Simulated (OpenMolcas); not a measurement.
Fe4+ among 2 point charges of -1 e arranged as a linear pair (D∞h).

```
Program             : OpenMolcas
Method              : CASSCF
Basis               : ANO-RCC-VDZP [5s4p2d1f]
Scalar Hamiltonian  : DKH2, point nucleus
Active space        : 4 electrons in 5 orbitals (3d)
State averaging     : 2S+1 = 5 even, 5 roots; 2S+1 = 3 even, 45 roots; 2S+1 = 1 even, 50 roots
Spin-orbit coupling : state interaction with AMFI integrals over the reference wave functions
```

All point charges move together. At R = 1.6 Å the first state of the same spin is 3680 cm-1, and at R = 1.77 Å it is 2551 cm-1.

Question: A third run gives 2134 cm-1. What distance was it run at?

Answer: With a power law R^-n the two known points give n = -ln(2551 / 3680) / ln(1.77 / 1.6) = 3.63. Then R = 1.6 × (3680 / 2134)^(1/3.63) = 1.859 Å. The run was at 1.86 Å, so the estimate is off by -0.001 Å.

Without dynamic correlation the repulsion within the d shell is too large (B by tens of per cent), so at a given field states of lower spin stand too high. Point charges give a weaker field than real ligands, and real ions of this kind are often low spin; the high spin found here belongs to the model. Point charges carry no covalency, so the field is a model and not that of real ligands. No measured value stands beside these numbers.
